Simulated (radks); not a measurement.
Results of a calculation; reference values are marked as such.
Problem. Species: Ar IX. Configuration: 1s1 2s2 2p6 3p1 (not the ground configuration). Code: a radial shooting solver on a logarithmic mesh with Libxc functionals. Model: non-relativistic Kohn-Sham, r2SCAN, spin-unpolarised, spherical densities, point nucleus; meta-GGA in the generalised Kohn-Sham scheme. Some entries of the table are withheld. Estimate them.

orbital  occ.  eigenvalue (hartree)  <r^2> (bohr^2)  <r> (bohr)
1s          1                   (1)        0.009645     0.08480
2s          2                   (2)             (3)      0.3929
2p          6             -16.46152          0.1486      0.3475
3s          0              -5.94286           1.337       1.086
3p          1              -5.31262             (4)       1.096
3d          0              -4.33204           1.337         (5)
4p          0              -2.60757           5.566       2.218
4f          0              -2.13921           4.750       2.061

Solution. 
(1) 1s eigenvalue (hartree): -128.0594
(2) 2s eigenvalue (hartree): -18.65292
(3) 2s <r^2> (bohr^2): 0.1823
(4) 3p <r^2> (bohr^2): 1.379
(5) 3d <r> (bohr): 1.073
